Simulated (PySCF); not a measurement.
## From a computed spectrum to the compound

A species of 3 atoms with charge 1 has these harmonic modes (BP86, small Gaussian bases with core potentials, PySCF 2.14.0):

| cm⁻¹ | km/mol | symmetry |
| --- | --- | --- |
| 113 | 8.3 | πu |
| 113 | 8.3 | πu |
| 692 | 0.0 | σg+ |
| 768 | 3.0 | σu+ |

Task: Which species is it, and in which structure?

Result: [BiO2]+ (singlet):
```xyz
3

Bi    0.0000    0.0000    0.0000
O     1.9209    0.0000    0.0000
O    -1.9209    0.0000    0.0000
```
Ideal gas at 298.15 K and 1 bar: S = 269.6 J/(mol K), Cp = 51.8 J/(mol K), H − H(0 K) = 12.9 kJ/mol (rigid rotor, harmonic modes, spin degeneracy alone). 
 This is one of several that fit.
